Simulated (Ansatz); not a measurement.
Task: Name a neutral molecule of Al, B, F, Ge and H with HOMO–LUMO gap (B3LYP/def2-TZVPP) between 3.90 and 4.20 eV and HOMO–LUMO gap (PBE/def2-TZVPP) between 2.15 and 2.45 eV (Ansatz, PBE0-D4/def2-TZVP geometry).

Result: `[BH2][Ge]([F])([F])[AlH2]` (4.11 eV, 2.39 eV). Other molecules can fit too; these were computed, each in one conformer that needn't be the lowest.

B3LYP here is the variant with VWN-RPA as its local correlation; programs differ in this.
